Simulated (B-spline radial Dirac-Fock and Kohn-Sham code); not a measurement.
# Ionisation of each subshell: Cs⁵⁴⁺

System: the Cs⁵⁴⁺ ion in the configuration 1s1; nuclear rms radius 4.8041 fm (A = 133).

Level of theory: Dirac-Fock (average of configuration) total-energy differences with a finite nucleus, the Breit interaction including its frequency dependence, and self-energy and vacuum-polarisation corrections; a radial finite-basis atomic code. Correlation energy is missing from these numbers. Energies are counted from the vacuum level.

All terms are in eV, carry their sign (relaxation lowers the binding energy) and add up to the binding energy; ⟨r⟩ is the mean radius of the orbital in the initial state.

| subshell | −ε (Koopmans) | relaxation | Breit | QED | binding energy | ⟨r⟩ (bohr) |
| --- | --- | --- | --- | --- | --- | --- |
| 1s | 42959.8 | 0.00 | 0.00 | -46.58 | 42913.2 | 0.026 |

For the deepest level, K (1s), the Breit terms make up 0.000 % of the binding energy, QED -0.109 % and orbital relaxation 0.000 %.

Going to the tabulated ground configuration of the next ion removes an electron from K (1s), computed at 42913.2 eV. NIST lists 42913.14 ± 0.02 eV as the ionisation energy of this species (theoretical), -0.05 eV from the computed value.
